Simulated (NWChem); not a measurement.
Species: C$_{3}$H$_{4}$BFO; SMILES O=C1CCB1F

```xyz
10

O      1.1701    -1.6435    -0.4507
C      0.3730    -0.7777    -0.2204
C     -1.1670    -0.7485    -0.3502
C     -1.2904     0.7091     0.1765
B      0.2833     0.7657     0.3196
F      1.1344     1.6829     0.7046
H     -1.4962    -0.8993    -1.3918
H     -1.6543    -1.5194     0.2694
H     -1.8451     0.8152     1.1233
H     -1.7275     1.4306    -0.5327
```
Atoms are numbered in this order, from 1.

All runs: NWChem. Pople sets run with spherical d functions. Geometry: optimised at PBE0/def2-SVP. Isolated, static molecule.

GIAO at B3LYP/6-31G*: principal shieldings of C4 are 160.7, 173.8, 176.0 ppm; an isolated tetramethylsilane molecule has σ = 189.5 ppm at the same levels.

Find the isotropic 13C shift, its principal values, the span and the skew.


1. σ(iso) = one third of the sum = 170.2 ppm.
2. δ = σ(reference) − σ = 19.3 ppm against tetramethylsilane.
3. δ11, δ22, δ33 = 28.8, 15.7, 13.5 ppm.
4. Span Ω = δ11 − δ33 = 15.3 ppm; skew κ = 3(δ22 − δ(iso))/Ω = -0.71.
